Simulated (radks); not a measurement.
The numbers below are computed, except where a source is named.
Ionisation of the niobium ion Nb16+, [Ar] 3d7, to Nb17+, [Ar] 3d6, under several functionals. Dirac Kohn-Sham, spin-unpolarised, spherical densities, finite nucleus; open shells are shared between the two j in proportion to 2j + 1; a radial shooting solver on a logarithmic mesh with Libxc functionals. Known Delta-SCF values: PBEsol 641.29 eV; Wu-Cohen GGA 641.48 eV; exchange-only B88 639.73 eV. What does B86b exchange with PBE correlation give, and what is its highest occupied eigenvalue?

Answer. 641.50 eV by Delta-SCF; the 3d5/2 eigenvalue is -612.86 eV. NIST: 636 eV (theoretical).

Beside tabulated values, note that spin-unpolarised runs miss the spin-polarisation part of the exchange energy of open shells.
